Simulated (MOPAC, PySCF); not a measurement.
H₃AlO₃, SMILES `[OH][Al]([OH])[OH]`, neutral singlet in the gas phase. 

Cartesian coordinates (Å):
```xyz
7

O      1.4374    -0.8559     0.2338
Al     0.0004     0.0001    -0.0004
O     -0.0106     1.6839     0.1280
O     -1.4261    -0.8284    -0.3618
H      1.4836    -1.8080     0.1700
H      0.7741     2.1895     0.3311
H     -2.2588    -0.3812    -0.5009
```
Charge 0, multiplicity 1.

All levels are single points at this geometry (PBE0-D3(BJ)/def2-TZVP); Pople sets use spherical d functions. Orbital energies aren't observables, and empty levels follow the basis.

PBE-D3(BJ)/def2-TZVP in PySCF gives HOMO (eV) = -7.29.

### Question
Estimate the HOMO (eV) from each of these levels: PBE0-D3(BJ)/def2-TZVP in PySCF; B3LYP/3-21G in PySCF; B3LYP/6-311+G** in PySCF; M06-2X/6-31G* in PySCF; AM1 in MOPAC.

### Answer

```tsv
level	HOMO (eV)
PBE0-D3(BJ)/def2-TZVP in PySCF	-9.02
B3LYP/3-21G in PySCF	-7.51
B3LYP/6-311+G** in PySCF	-8.89
M06-2X/6-31G* in PySCF	-10.37
AM1 in MOPAC	-11.90
```
